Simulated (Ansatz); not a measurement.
Reaction (formal exchange of groups at the Si–O bond): `[F][Zn][O][SiH3]` + `CCOCF` → `FCOC[SiH3]` + `C[O][Zn][F]`

Computed with Ansatz on PBE0-D4/def2-TZVP structures; ΔE is electronic, products minus reactants. CCSD(T)/CBS adds triple-zeta CCSD(T) − MP2 to the extrapolated MP2 energy (def2 sets, frozen cores). DFT in def2-TZVPP. B3LYP here is the variant with VWN-RPA as its local correlation; programs differ in this. For Zn outer-core shells are correlated without core-valence functions, which leaves a few kJ/mol of doubt a bond. Scalar relativity is left out up to krypton. Each species was taken in one conformer, which may not be the lowest.

```json
{"level": "B3LYP-D4", "ΔE (kJ/mol)": "195.3"}
{"level": "ωB97X-V", "ΔE (kJ/mol)": "199.3"}
{"level": "SCS-MP2/def2-TZVPP", "ΔE (kJ/mol)": "214.7"}
{"level": "SCS-MP2/def2-QZVPP", "ΔE (kJ/mol)": "216.4"}
```

(1) What does CCSD(T)/CBS give? (Estimate.)

Largest T1 diagnostic among the species: 0.017.

Results:

(1) Ansatz gave: +208.7 kJ/mol. The listed levels differ from it by -13.4, -9.4, 6.0, 7.7 kJ/mol.

From PBE to PBE0 (25 % exact exchange), in def2-TZVPP and without D4, ΔE moves by +13.7 kJ/mol. In def2-TZVPP, CCSD(T) changes the Hartree–Fock value by −20.2 kJ/mol (the triples alone add −3.9 kJ/mol) and MP2 by −11.9 kJ/mol.
